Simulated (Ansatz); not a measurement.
`[F][Al]([SH])[O][SiH3]` + `C[Si]1(F)CS1` → `F[Si]1([SiH3])CS1` + `C[O][Al]([F])[SH]`  (redistribution)

Program: Ansatz. Geometries: PBE0-D4/def2-TZVP. ΔE: electronic, gas phase. CCSD(T)/CBS is the MP2 limit (def2-TZVPP, def2-QZVPP) plus CCSD(T) − MP2 in def2-TZVPP, frozen cores. This one scheme is used for every species. DFT in def2-TZVPP. B3LYP here is the variant with VWN-RPA as its local correlation; programs differ in this. One conformer a species, not always the lowest.

| level | ΔE (kcal/mol) | difference from CCSD(T)/CBS |
| --- | --- | --- |
| PBE-D4 | 44.1 | -8.0 |
| r2SCAN-D4 | 50.1 | -2.0 |
| PBE0-D4 | 47.2 | -4.9 |
| B3LYP-D4 | 49.4 | -2.7 |
| ωB97X-V | 49.7 | -2.4 |
| ωB97M-V | 52.1 | 0.0 |
| B2PLYP | 51.6 | -0.5 |
| PBE | 44.1 | -8.0 |
| PBE0 | 47.2 | -4.9 |
| B3LYP | 49.5 | -2.6 |
| MP2/def2-TZVPP | 54.5 | 2.4 |
| CCSD(T)/def2-TZVPP | 51.5 | -0.6 |
| HF/def2-QZVPP | 55.8 | 3.7 |
| SCS-MP2/def2-QZVPP | 54.3 | 2.2 |
| HF/CBS(def2) | 55.9 | 3.8 |
| MP2/CBS(def2) | 55.0 | 2.9 |
| CCSD(T)/CBS | 52.1 | 0 |

Largest T1 diagnostic among the species: 0.013.

In def2-TZVPP, CCSD(T) changes the Hartree–Fock value by −3.8 kcal/mol (the triples alone add −0.8 kcal/mol) and MP2 by −0.8 kcal/mol. From PBE to PBE0 (25 % exact exchange), in def2-TZVPP and without D4, ΔE moves by +3.1 kcal/mol.
